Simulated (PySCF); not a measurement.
## Do core-level shifts follow atomic charges?

Compound: C₅H₈BFO₂.
Numbering: `[F:1][C@@H:2]1[CH2:3][C@H:4]1[B:5]1[O:6][CH2:7][CH2:8][O:9]1`

Binding energies: delta-SCF UKS SCAN, pcX-2 on the ionised atom, pcseg-1 elsewhere, spin-free X2C in PySCF 2.14.0. Charges: PBE0/pcSseg-1 ground-state density, for the ionised atom.

| atom | environment | C 1s (eV) | Mulliken (e) | IAO (e) | Hirshfeld (e) | ESP (e) |
| --- | --- | --- | --- | --- | --- | --- |
| C4 | sp3 carbon bound to boron | 290.30 | -0.453 | -0.313 | -0.129 | -0.606 |
| C3 | three-membered-ring carbon | 290.76 | -0.226 | -0.291 | -0.091 | -0.318 |
| C7 | sp3 carbon bound to oxygen | 292.59 | +0.011 | -0.073 | +0.010 | +0.282 |
| C2 | sp3 C–F carbon | 292.83 | +0.200 | +0.183 | +0.050 | +0.168 |

**Question.** How well does each charge scheme correlate with the binding energies over these sites?

**Answer.** Hirshfeld: r = 0.99, slope 15.1 eV per e; ESP: r = 0.97, slope 3.0 eV per e; Mulliken: r = 0.96, slope 4.3 eV per e; IAO: r = 0.92, slope 5.1 eV per e. On 4 points no scheme stands out.

**Question.** The point-charge model writes a binding energy as kq + V + constant, with V the potential of the other atoms' charges at the site. What does it give with the Hirshfeld charges?

**Answer.** V = Σ 14.40 eV Å × q/r over all other atoms: +1.46 eV at C4, +0.98 eV at C3, +0.14 eV at C7, -1.28 eV at C2. Fitting binding energy − V to q gives k = 28.7 eV per e and leaves an rms residual of 0.19 eV, against 0.14 eV for the fit on q alone. The model has no term for differences in relaxation between sites.

Isolated species at its PBE0-D3(BJ)/def2-SVP geometry (one conformer only).

The values belong to the conformer `[F:1][C@@H:2]1[CH2:3][C@H:4]1[B:5]1[O:6][CH2:7][CH2:8][O:9]1`: C3–C4–B5–O6 -147°.
